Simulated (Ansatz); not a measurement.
Computed with Ansatz.

`CCCCCC1CCCC1`. Total charge 0; spin multiplicity 1. Geometry: relaxed with PBE0-D4/def2-TZVP. It is one conformer, not always the lowest.

```xyz
30

C    -2.965    3.005   -0.306
C    -1.896    1.992    0.067
C    -0.532    2.339   -0.510
C     0.588    1.397   -0.089
C     0.437   -0.022   -0.613
C     1.608   -0.939   -0.274
C     1.685   -1.290    1.214
C     0.637   -2.393    1.409
C     0.498   -3.081    0.033
C     1.450   -2.323   -0.905
H    -2.705    4.003    0.057
H    -3.937    2.740    0.116
H    -3.082    3.071   -1.392
H    -2.204    0.999   -0.276
H    -1.816    1.925    1.159
H    -0.598    2.360   -1.605
H    -0.273    3.360   -0.204
H     0.650    1.387    1.005
H     1.545    1.800   -0.441
H     0.330    0.017   -1.705
H    -0.492   -0.464   -0.236
H     2.532   -0.456   -0.612
H     1.526   -0.434    1.873
H     2.683   -1.680    1.436
H     0.929   -3.092    2.194
H    -0.319   -1.963    1.719
H     0.743   -4.144    0.078
H    -0.531   -3.015   -0.327
H     2.425   -2.821   -0.929
H     1.085   -2.279   -1.934
```

Question: What is the dipole moment at r2SCAN/def2-TZVPP? (Best estimate.)

Answer: The calculation gave: 0.08 D, with components (0.08, -0.01, 0.01) D in this frame, pointing from negative to positive charge.

Question: And with PBE, B3LYP, ωB97M-V? (Best estimate.)

Answer: The calculation gave: PBE 0.09 D, B3LYP 0.09 D, ωB97M-V 0.08 D.

Question: Give the Mulliken charges with r2SCAN, B3LYP, PBE in def2-TZVPP. (Estimate.)

Answer: The calculation gave: 
```json
{"atom": "C1", "r2SCAN": "-0.17", "B3LYP": "-0.27", "PBE": "-0.26"}
{"atom": "C2", "r2SCAN": "0.02", "B3LYP": "-0.07", "PBE": "-0.08"}
{"atom": "C3", "r2SCAN": "-0.04", "B3LYP": "-0.10", "PBE": "-0.10"}
{"atom": "C4", "r2SCAN": "-0.02", "B3LYP": "-0.09", "PBE": "-0.08"}
{"atom": "C5", "r2SCAN": "-0.18", "B3LYP": "-0.17", "PBE": "-0.18"}
{"atom": "C6", "r2SCAN": "0.27", "B3LYP": "0.14", "PBE": "0.15"}
{"atom": "C7", "r2SCAN": "-0.14", "B3LYP": "-0.17", "PBE": "-0.15"}
{"atom": "C8", "r2SCAN": "-0.05", "B3LYP": "-0.14", "PBE": "-0.14"}
{"atom": "C9", "r2SCAN": "-0.08", "B3LYP": "-0.15", "PBE": "-0.15"}
{"atom": "C10", "r2SCAN": "-0.11", "B3LYP": "-0.17", "PBE": "-0.13"}
{"atom": "H11", "r2SCAN": "0.04", "B3LYP": "0.07", "PBE": "0.07"}
{"atom": "H12", "r2SCAN": "0.04", "B3LYP": "0.08", "PBE": "0.08"}
{"atom": "H13", "r2SCAN": "0.04", "B3LYP": "0.07", "PBE": "0.07"}
{"atom": "H14", "r2SCAN": "0.02", "B3LYP": "0.05", "PBE": "0.05"}
{"atom": "H15", "r2SCAN": "0.01", "B3LYP": "0.05", "PBE": "0.05"}
{"atom": "H16", "r2SCAN": "0.01", "B3LYP": "0.04", "PBE": "0.04"}
{"atom": "H17", "r2SCAN": "0.02", "B3LYP": "0.06", "PBE": "0.05"}
{"atom": "H18", "r2SCAN": "0.02", "B3LYP": "0.05", "PBE": "0.04"}
{"atom": "H19", "r2SCAN": "0.02", "B3LYP": "0.05", "PBE": "0.05"}
{"atom": "H20", "r2SCAN": "0.02", "B3LYP": "0.05", "PBE": "0.04"}
{"atom": "H21", "r2SCAN": "0.04", "B3LYP": "0.06", "PBE": "0.05"}
{"atom": "H22", "r2SCAN": "0.00", "B3LYP": "0.04", "PBE": "0.03"}
{"atom": "H23", "r2SCAN": "0.03", "B3LYP": "0.06", "PBE": "0.05"}
{"atom": "H24", "r2SCAN": "0.03", "B3LYP": "0.07", "PBE": "0.06"}
{"atom": "H25", "r2SCAN": "0.03", "B3LYP": "0.07", "PBE": "0.06"}
{"atom": "H26", "r2SCAN": "0.03", "B3LYP": "0.07", "PBE": "0.07"}
{"atom": "H27", "r2SCAN": "0.02", "B3LYP": "0.07", "PBE": "0.06"}
{"atom": "H28", "r2SCAN": "0.03", "B3LYP": "0.07", "PBE": "0.07"}
{"atom": "H29", "r2SCAN": "0.03", "B3LYP": "0.07", "PBE": "0.06"}
{"atom": "H30", "r2SCAN": "0.02", "B3LYP": "0.06", "PBE": "0.05"}
```

B3LYP here is the variant with VWN-RPA as its local correlation; programs differ in this.
